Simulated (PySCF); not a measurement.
PySCF 2.14 output of an unrestricted B3LYP calculation on a single atom or ion in def2-SVP with the def2 core potential (46 electrons) (6s3p2d1f, 32 functions), with a scalar-relativistic core potential:

```
SCF conv_tol = 1e-09
number electrons alpha = 6  beta = 5
    P. J. Stephens, F. J. Devlin, C. F. Chabalowski, and M. J. Frisch.,  J. Phys. Chem. 98, 11623 (1994)
cycle= 1 E= -31.4873210529582  delta_E= -0.00665  |g|= 0.0213  |ddm|= 0.843
cycle= 2 E= -31.4883493050638  delta_E= -0.00103  |g|= 0.00911  |ddm|= 0.171
cycle= 3 E= -31.4889386187431  delta_E= -0.000589  |g|= 0.00563  |ddm|= 0.0984
cycle= 4 E= -31.4896964298813  delta_E= -0.000758  |g|= 0.00523  |ddm|= 0.125
cycle= 5 E= -31.4903705228209  delta_E= -0.000674  |g|= 0.00942  |ddm|= 0.58
cycle= 6 E= -31.4907642256204  delta_E= -0.000394  |g|= 0.00308  |ddm|= 0.345
cycle= 7 E= -31.4910147641481  delta_E= -0.000251  |g|= 0.00051  |ddm|= 0.157
cycle= 8 E= -31.4910115774162  delta_E= 3.19e-06  |g|= 0.000602  |ddm|= 0.0232
cycle= 9 E= -31.4910157812712  delta_E= -4.2e-06  |g|= 4.44e-05  |ddm|= 0.0166
cycle= 10 E= -31.4910158007741  delta_E= -1.95e-08  |g|= 1.09e-05  |ddm|= 0.000902
cycle= 11 E= -31.4910158023893  delta_E= -1.62e-09  |g|= 2.47e-07  |ddm|= 0.000354
cycle= 12 E= -31.4910158023893  delta_E= -2.13e-14  |g|= 7.62e-08  |ddm|= 3.14e-06
converged SCF energy = -31.4910158023893  <S^2> = 1.2180395  2S+1 = 2.4232536
```

The run itself started from symmetry-adapted Hartree-Fock orbitals and held the occupation by maximum overlap, on a logarithmic radial grid, so the iterations belong to that start.

Task: Which element, charge and spin multiplicity is this?

Result: La (lanthanum, neutral), multiplicity 2; the state was [Xe] 5d1 6s2, 2D determinant.

⟨L²⟩ = 7.74 against 6 for a pure D term, so this real determinant mixes terms. Energies and moments cover only the electrons outside the core potential. Spin-orbit coupling, absent here, splits the open shell strongly. ⟨S²⟩ = 1.22 against 0.75 shows spin contamination. The s, p, d and f populations moved away from the nominal configuration during the SCF.
